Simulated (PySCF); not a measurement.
Al(All)(F)(OH) (C3H6AlFO), SMILES C=C[CH2][Al]([OH])[F]. Geometry: PBE-D3(BJ)/def2-SVP. Other conformers were not sampled.

### Question
Give the equilibrium geometry at PBE-D3(BJ)/def2-SVP (PySCF confirms it by a frequency run) as a Z-matrix. (The exact figures need the calculation; the answer reports its results.)

### Answer
Several could match; the one computed here: 
```
C
C 1 1.3560
H 2 1.1000 1 121.09
H 2 1.1036 3 117.16 1 179.02
H 1 1.1063 2 117.75 3 -1.81
C 1 1.5033 5 115.86 2 174.28
H 6 1.1044 1 113.43 5 21.94
H 6 1.1082 7 110.68 1 -128.20
Al 6 1.9505 7 116.34 8 -126.87
F 9 1.6829 6 119.35 7 149.10
O 9 1.7132 10 119.91 6 -176.28
H 11 0.9701 9 122.05 10 6.03
```
